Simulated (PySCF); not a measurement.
2-iodocyclopenta-1,3-diene (C5H5I), SMILES C1=CC(I)=CC1.

The structure is a stationary point at PBE0-D3(BJ)/def2-SVP. The def2 effective core potentials stand for the cores of I; spin–orbit coupling is left out. The values are those of a single conformer.

Method: PySCF with HF/def2-TZVP.

Symmetry labels are those of the subgroup Cs that the program uses (full group Cs).

Computed valence orbital energies around the gap with their symmetry:
| orbital | symmetry | energy (eV) |
|---|---|---|
| HOMO−7 | A' | -15.35 |
| HOMO−6 | A' | -14.91 |
| HOMO−5 | A' | -14.22 |
| HOMO−4 | A' | -12.68 |
| HOMO−3 | A" | -12.34 |
| HOMO−2 | A" | -10.04 |
| HOMO−1 | A' | -10.03 |
| HOMO | A" | -8.53 |
| LUMO | A" | 2.73 |
| LUMO+1 | A' | 2.88 |
| LUMO+2 | A' | 4.03 |
| LUMO+3 | A' | 4.83 |
